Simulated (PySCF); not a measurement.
## Excitation energy of In⁺ by level of theory

In⁺ [Kr] 4d10 5s2 (1S) → In⁺ [Kr] 4d10 5s1 5p1 (3P), as a difference of total energies. Calculation: PySCF 2.14, in x2c-TZVPPall (8s6p4d2f, 60 functions); the spin-free X2C one-electron Hamiltonian (Gaussian nucleus). Correlated levels: valence: [Kr] 4d10 frozen; valence and next inner shell: [Ar] 3d10 frozen. The calculations carry no spin-orbit coupling.

| method | excitation energy (eV) | error (eV) |
| --- | --- | --- |
| UHF | 4.135 | -1.396 |
| LDA | 6.000 | +0.469 |
| PBE | 5.733 | +0.202 |
| PBE0 | 5.412 | -0.119 |
| r2SCAN | 5.323 | -0.208 |
| B2PLYP | 5.380 | -0.151 |
| M06-L | 5.842 | +0.311 |
| wB97M-V | 5.488 | -0.043 |
| CAM-B3LYP | 5.600 | +0.069 |
| MP2 (valence) | 4.702 | -0.829 |
| SCS-MP2 (valence) | 4.862 | -0.669 |
| MP2 (valence and next inner shell) | 5.559 | +0.028 |
| SCS-MP2 (valence and next inner shell) | 5.612 | +0.081 |

Reference: 5.531 eV (measured; NIST levels, between the centres of gravity of the two terms).

Errors of the correlated levels include the incompleteness of this basis and the frozen core.

The basis was made for the ground configuration and has no added diffuse functions, so the excitation energy can come out too high.
